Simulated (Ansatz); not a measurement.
CHOS, charge +1, singlet, geometry from GFN2-xTB. Base run: HF/3-21G (Ansatz, an electronic-structure program).

Geometry (Å):
```xyz
4

O     -0.0517     0.0076    -1.6222
C      0.0289    -0.0212    -0.4023
S     -0.0223     0.0267     1.1030
H      0.5975    -0.3599    -2.2576
```
Charge +1, spin multiplicity 1.
All else is at Ansatz's defaults.

Each row names what was changed in the base input (with any setting that the change needs).

```json
[
 {"change": "base", "E (Eh)": "-507.88725"},
 {"change": "functional = blyp", "E (Eh)": "-509.13738"},
 {"change": "functional = B2GP-PLYP", "E (Eh)": "?"},
 {"change": "functional = BHLYP", "E (Eh)": "?"},
 {"change": "functional = B2PLYP", "E (Eh)": "?"},
 {"change": "functional = b3lyp5", "E (Eh)": "?"},
 {"change": "functional = b3lyp; dispersion = d3bjatm", "E (Eh)": "-509.16865"},
 {"change": "functional = pbe; dispersion = d4", "E (Eh)": "-508.86282"},
 {"change": "functional = b3lyp; dispersion = d4", "E (Eh)": "-509.16776"},
 {"change": "functional = b3lyp", "E (Eh)": "-509.16488"},
 {"change": "functional = revpbe", "E (Eh)": "-509.05100"},
 {"change": "functional = pbe; dispersion = d3bjatm", "E (Eh)": "-508.86313"},
 {"change": "functional = B97M-V", "E (Eh)": "-509.02326"}
]
```

Q: Some entries are withheld; supply them.

A: 
- functional = B2GP-PLYP, E (Eh): -508.77859
- functional = BHLYP, E (Eh): -509.08044
- functional = B2PLYP, E (Eh): -508.86921
- functional = b3lyp5, E (Eh): -509.05089

Totals shift with the method and basis; they matter in differences.
